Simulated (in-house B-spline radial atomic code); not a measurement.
# Ionising Pd⁹⁺ with different functionals

Computed with an all-electron radial atomic-structure program (B-spline basis): scalar-relativistic (spin-free X2C) Hamiltonian, Fermi nucleus of rms radius 4.5318 fm, spin-polarised at highest spin, spherical fractional occupations for the functionals, and exact exchange of hybrids averaged over the configuration. The ionisation energy is the difference of two self-consistent energies, [Kr] 4d1 → [Ar] 3d10 4s2 4p6, without Breit or QED terms; ε is the level of the shell that loses the electron (its least bound occupied spin orbital). There is no spin-orbit coupling in this Hamiltonian.

```tsv
method	rung	ΔSCF (eV)	-ε(4d) (eV)
PBE0	global hybrid	161.11	153.63
B3LYP	global hybrid	161.15	153.10
TPSSh	global hybrid	160.94	151.88
BHandHLYP	global hybrid	160.93	156.11
r2SCAN0	global hybrid	160.64	153.35
B97-1	global hybrid	?	?
HSE06	range-separated hybrid	161.04	153.15
wB97X	range-separated hybrid	?	?
CAM-B3LYP	range-separated hybrid	161.10	155.09
LC-wPBE	range-separated hybrid	161.18	156.44
```

(1) What does wB97X give?

(2) What does B97-1 give?

(3) Among the functionals, which spreads more, the ΔSCF values or the orbital energies?

(4) How do they compare with the NIST value?

Answers

(1) ΔSCF 160.87 eV, and -ε(4d) = 156.01 eV.

(2) ΔSCF 161.10 eV, and -ε(4d) = 153.14 eV.

(3) The orbital energies: ΔSCF values span about 0.54 eV and the orbital energies 4.56 eV; here energy differences depend much less on the functional than eigenvalues do.

(4) NIST lists 160 eV ± 2.2 (tabulated theory, ground level to ground level). Errors run from +0.74 to +1.28 eV; all lie within about twice that uncertainty, so the table can't rank the methods.
